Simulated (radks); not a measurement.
Question: All-electron atom: Rh23+ in [Ne] 3s1.75 3p6 3d4 4p0.25 (fractional occupations, a model configuration). Method: scalar-relativistic Kohn-Sham, BLYP, spin-polarised, spherical densities, point nucleus; open shells are filled with parallel spins first (spin-orbit coupling, left out, can overturn this in heavy ions); computed with a radial shooting solver on a logarithmic mesh with Libxc functionals. Some entries of the table are withheld. Estimate them.

| orbital | occ. | eigenvalue (eV) | r(max) (bohr) |
|---|---|---|---|
| 1s up | 1 | -23956.98 | 0.02117 |
| 1s down | 1 | -23956.34 | 0.02117 |
| 2s up | 1 | -4245.091 | 0.1196 |
| 2s down | 1 | -4234.430 | 0.1195 |
| 2p up | 3 | -3902.058 | 0.09560 |
| 2p down | 3 | -3893.895 | 0.09549 |
| 3s up | 1 | -1380.750 | 0.3377 |
| 3s down | 0.75 | -1367.210 | 0.3384 |
| 3p up | 3 | -1268.992 | 0.3278 |
| 3p down | 3 | -1255.122 | 0.3286 |
| 3d up | 4 | -1106.295 | (1) |
| 3d down | 0 | -1090.116 | (2) |
| 4s up | 0 | -659.1207 | 0.7227 |
| 4s down | 0 | -655.5584 | 0.7278 |
| 4p up | 0.25 | -616.1451 | 0.7332 |
| 4p down | 0 | -612.7080 | 0.7392 |
| 4d up | 0 | -554.5763 | 0.7236 |
| 4d down | 0 | -550.9140 | 0.7315 |

Answer: 
(1) 3d up r(max) (bohr): 0.2683
(2) 3d down r(max) (bohr): 0.2694
